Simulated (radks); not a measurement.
Question: Radial electron density D(r) = 4 pi r^2 rho(r) of an atom or ion with 36 electrons. All-electron calculation, Dirac Kohn-Sham, PW91, spin-unpolarised, spherical densities, finite nucleus; Fermi nuclear charge, rms radius of each element as measured or else 0.836 A^(1/3) + 0.57 fm. Program: a radial shooting solver on a logarithmic mesh with Libxc functionals.

r (bohr),D(r) (e/bohr)
0.002127,2.106
0.002859,3.527
0.003844,5.797
0.005168,9.294
0.006949,14.41
0.009417,21.56
0.01266,30.05
0.01702,38.66
0.02289,44.92
0.03077,46.20
0.0417,42.29
0.05607,38.52
0.07538,41.93
0.1013,51.72
0.1363,54.91
0.1832,43.41
0.2483,31.91
0.3338,35.77
0.4488,38.57
0.6034,25.80
0.8112,11.45
1.091,6.847
1.478,5.656
1.987,2.969
2.672,0.8655
3.592,0.3124
4.83,0.2630
6.493,0.1254
8.8,0.02316
11.83,0.001256

What is the nuclear charge?

Answer: Z = 37. The innermost maximum, from 1s, lies near gamma/Z bohr with gamma = sqrt(1 - (Z/c)^2) = 0.963, here 0.026 bohr (found: 0.0284), and its height grows with Z. The density is that of the rubidium ion Rb+ in [Ar] 3d10 4s2 4p5 5p1; the configuration itself is not fixed sharply by these data, and Z only to a few units. D(r) has 3 maxima, at r = 0.0284, 0.126, 0.414 bohr, and minima at 0.0584, 0.263 bohr, inside which lie 2.08, 11.03 electrons.
